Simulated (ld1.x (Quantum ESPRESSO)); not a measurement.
# Before and after: TM potential for bromine

bromine (Br), norm-conserving Troullier–Martins (Kleinman–Bylander form), made with ld1.x (Quantum ESPRESSO) 7.5 (PBE, scalar-relativistic). Core [Ar] 3d10, reference 4s2 4p4 (charge +1). Waves: 4s (bound): rc 1.55 bohr; 4p (bound): rc 1.50 bohr. Local part: all-electron potential smoothed inside 1.35 bohr (lloc = -1). Core correction: Bessel-smoothed model core inside 1.40 bohr.

All-electron outer shells of the reference configuration (PBE, scalar-relativistic, ld1.x):

```csv
shell,level (eV),outermost node (bohr),outermost maximum (bohr)
4s,-30.40,0.67,1.41
4p,-17.47,0.70,1.62
```

Change: all radii but the core radius scaled by about 1.17 (s 1.82, p 1.76 bohr); local potential all-electron potential smoothed inside 1.58 bohr (lloc = -1).

Cutoffs: the cutoffs (Ry, on a coarse ladder) from which the occupation-weighted sum of valence levels, in a spherical-Bessel basis at the reference potential, stays within 10 and 1 mRy of its value at 400 Ry; they do not see the model core or the augmentation charge, which bear on the density cutoff. Errors are all-electron minus pseudo energies relative to the spin-unpolarised reference configuration.

Task: What does the change do?

Result: The potential gets softer (45 Ry and 70 Ry → 35 Ry and 55 Ry); both files keep a bound ghost (d); of the 7 tests that both files solve, the error grows in 1 and shrinks in 1 by more than 15 % and 0.3 meV (median size 5.5 → 7.2 meV). A larger radius leaves more room for a smooth pseudo-wave, so fewer plane waves are needed.

| quantity | base | changed |
| --- | --- | --- |
| cutoff, loose | 45 Ry | 35 Ry |
| cutoff, tight | 70 Ry | 55 Ry |
| loose cutoff by channel (10 mRy a level) | s 21 Ry, p 18 Ry | s 18 Ry, p 18 Ry |
| bound ghosts | d | d |
| error for 4s2 4p5, meV [ΔE -12.55 eV] | +5.5 | +5.2 |
| error for 4s2 4p3, meV [ΔE 22.76 eV] | +1.0 | +0.5 |
| error for 4s2 4p2, meV [ΔE 56.74 eV] | +9.5 | +8.2 |
| error for 4s2 4p4.5, meV [ΔE -7.48 eV] | +2.2 | +2.2 |
| error for 4s1 4p5, meV [ΔE 13.00 eV] | -5.3 | -15 |
| error for 4s2 4p1, meV [ΔE 102.77 eV] | +20 | +18 |
| error for 4s2 4p5.3, meV [ΔE -14.52 eV] | +7.6 | +7.2 |

 A true bound ghost makes a file unfit for plane-wave use even where its test errors are small: the radial tests pick states by their node count and pass the ghost by.
